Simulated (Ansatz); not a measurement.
Frontier orbitals of `COB(O)OC`.

```
atom   x (Å)   y (Å)   z (Å)
  C1   0.629  -0.528   1.960
  O2   0.080   0.107   0.824
  B3   0.185  -0.475  -0.401
  O4   0.809  -1.686  -0.536
  O5  -0.322   0.136  -1.508
  C6  -0.991   1.377  -1.429
  H7   1.708  -0.664   1.856
  H8   0.430   0.109   2.822
  H9   0.172  -1.508   2.125
 H10   0.811  -1.978  -1.450
 H11  -0.713   1.971  -2.301
 H12  -0.725   1.920  -0.520
 H13  -2.073   1.219  -1.442
```

The species carries charge 0 and has multiplicity 1. The geometry is a stationary point of PBE0-D4/def2-TZVP. It is one conformer, not always the lowest. Basis def2-TZVPP, Ansatz 0.2.0.

Orbital energies of one run (eV). Highest occupied ones, from the top: -6.89, -7.39, -7.78, -8.12, -9.08, -9.13, -10.68, -11.16, -11.21, -11.70, -12.64, -13.24, -14.22, -17.76. Empty: 0.78, 1.71, 1.94, 2.14, 2.67, 2.94.

Which functional gave them?
A. BHLYP
B. r2SCAN
C. HSE06 (plane-wave form)
D. ωB97M-V

B. HOMO energies: r2SCAN -6.89, BHLYP -9.68, HSE06 -7.73, ωB97M-V -10.54 eV.
